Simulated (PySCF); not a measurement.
Species: cyclo-(AsH)4.
Bonds: As1–As2, As1–As4, As2–As3, As3–As4. Hydrogens: H5 on As1; H6 on As2; H7 on As3; H8 on As4.

A GFN2-xTB structure was refined with PySCF, PBE0-D3(BJ)/def2-SVP geometry optimisation, gas phase. Its GFN2-xTB values:

| coordinate | GFN2-xTB |
| --- | --- |
| As1–As2 | 2.550 Å |
| As1–H5 | 1.577 Å |
| As2–As1–As4 | 88.0° |
| As2–As1–H5 | 87.2° |
| As1–As2–As3–As4 | -21° |
| As2–As1–As4–As3 | -20° |
| As2–As3–As4–As1 | 21° |
| As4–As1–As2–As3 | 20° |

Task: How do these coordinates change at the PBE0-D3(BJ)/def2-SVP level?

Result: 
| coordinate | PBE0-D3(BJ)/def2-SVP (Å or °) | change |
| --- | --- | --- |
| As1–As2 | 2.472 | -0.078 |
| As1–H5 | 1.529 | -0.048 |
| As2–As1–H5 | 91.2 | +4.0 |
| As2–As1–As4 | 89.9 | +1.9 |
| As2–As3–As4–As1 | 5 | -16 |
| As1–As2–As3–As4 | -5 | +16 |
| As4–As1–As2–As3 | 5 | -15 |
| As2–As1–As4–As3 | -5 | +15 |

The energy falls by 12.2 kJ/mol over 11 energy and gradient evaluations, the largest force component goes from 0.0155 to 1.7e-04 Eh/bohr, and the atoms move by 0.285 Å rms after alignment. The bond that changes most is As1–As2 (both ends arsenic bonded to 2 As and H), which shortens by 0.078 Å. Bonds longer at the end by more than 0.005 Å: 2 of 8; shorter: 6. Among the dihedrals that turn most is H5–As1–As4–H8, from 157° to 178°. Rotational constants go from 1066, 1007, 548.4 to 1067, 1066, 546.0 MHz.

The run used 148 basis functions and 72 SCF cycles in all.

No frequency check. The numbers are those of one conformer.
